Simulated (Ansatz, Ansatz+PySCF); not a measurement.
```xyz
12

C     0.8061   -0.5040    0.5356
C     0.1943   -0.6070   -0.8772
C    -0.6253    0.6638   -0.5691
C    -0.3688    0.4135    0.9315
H     1.7526    0.0401    0.5211
H     0.9488   -1.4262    1.1012
H    -0.4481   -1.4845   -0.9754
H     0.8745   -0.5831   -1.7301
H    -1.6606    0.7003   -0.9121
H    -0.1167    1.5636   -0.9210
H    -0.1543    1.2753    1.5652
H    -1.1833   -0.1538    1.3859
```

Basis set: def2-SVP (spherical functions). Frozen core: 4 orbitals. Charge 0, multiplicity 3.

Computed with Ansatz (development build ahead of 0.2.0); each method stands on the lowest determinant of its kind that the runs found.

(1) Give the atomization energy at this shape (free ground-state atoms in the same class of orbitals less the molecule, no zero-point energy) of triplet C4H8 by UHF-MP2, UHF.

## Answers

(1)

| method | atomization energy |
| --- | --- |
| UHF-MP2 | 38.37 eV |
| UHF | 28.48 eV |

Caution: another spin multiplicity may lie lower; the determinant breaks the point group. Caution for UHF-MP2: MP2 forces lie far from those of the mean fields.
